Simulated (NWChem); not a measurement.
Species: BiI2 cation; SMILES [I][Bi+][I]

Program: NWChem. Structure relaxed at the PBE0/def2-SVP level. def2 effective core potentials on I, Bi; no spin-orbit coupling. Level r2SCAN/def2-SVP: energy and gradient on several grids; changes count from the extra-fine grid, which is no exact limit either.

```json
[
 {"grid": "xcoarse", "size of the energy change (μHa)": "50", "largest change of a gradient component (μHa/bohr)": "90"},
 {"grid": "coarse", "size of the energy change (μHa)": "< 10", "largest change of a gradient component (μHa/bohr)": "30"},
 {"grid": "medium", "size of the energy change (μHa)": "10", "largest change of a gradient component (μHa/bohr)": "< 30"},
 {"grid": "fine", "size of the energy change (μHa)": "< 10", "largest change of a gradient component (μHa/bohr)": "< 30"},
 {"grid": "xfine", "size of the energy change (μHa)": "< 10", "largest change of a gradient component (μHa/bohr)": "< 30"}
]
```
